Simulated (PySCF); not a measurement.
**Ionisation energy of Al+ by level of theory**

Al+ [Ne] 3s2 (1S) → Al(2+) [Ne] 3s1 (2S), as a difference of total energies. Calculation: PySCF 2.14, in x2c-TZVPall; scalar relativity by spin-free X2C-1e. Correlated levels: valence: [Ne] frozen. The calculations carry no spin-orbit coupling.

| method | ionisation energy (eV) |
| --- | --- |
| UHF | 17.559 |
| r2SCAN | 18.413 |
| MP2 (valence) | 18.297 |
| SCS-MP2 (valence) | 18.445 |

Q: Estimate what MN15 gives.

A: 18.679 eV, closest to SCS-MP2 (valence) among the rows shown.

Q: Estimate what CCSD (valence) gives.

A: 18.623 eV, closest to SCS-MP2 (valence) among the rows shown.

Errors of the correlated levels include the incompleteness of this basis and the frozen core.

With two correlated electrons CCSD is exact in that space.

For comparison: 18.829 eV (measured; NIST Atomic Spectra Database, ionization energies).
